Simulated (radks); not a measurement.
Q: The mean radii <r> (bohr) of the occupied orbitals of an atom or ion are listed with their occupations. All-electron calculation, scalar-relativistic Kohn-Sham, BLYP, spin-polarised, spherical densities, point nucleus. Program: a radial shooting solver on a logarithmic mesh with Libxc functionals.

orbital  occ.      <r>
1s up       1  0.02274
1s down     1  0.02274
2s up       1  0.09702
2s down     1  0.09702
2p up       3  0.08549
2p down     3  0.08548
3s up       1   0.2551
3s down     1   0.2550
3p up       3   0.2535
3p down     3   0.2533
3d up       5   0.2312
3d down     5   0.2311
4s up       1   0.5739
4s down     1   0.5741
4p up       3   0.6052
4p down     3   0.6054
4d up       5   0.6527
4d down     5   0.6531
5s up       1    1.302
5s down     1    1.304
5p up       3    1.472
5p down     3    1.476
4f up       2   0.7772
5d up       2    2.006
6s up       1    3.292
6s down     1    3.364
6p up       2    4.234

Name the element and its charge. Open shells, if any, are filled with parallel spins first.

A: Z = 62, samarium, charge 0: Sm in [Xe] 4f2 5d2 6s2 6p2. The 1s radius gives Z: for a bare nucleus <r> = (2 gamma + 1)/(2Z) with gamma = sqrt(1 - (Z/c)^2), 0.02245 bohr for Z = 62, and screening makes it slightly larger (0.02274 here). The occupations add up to 62, and the charge is Z minus that.
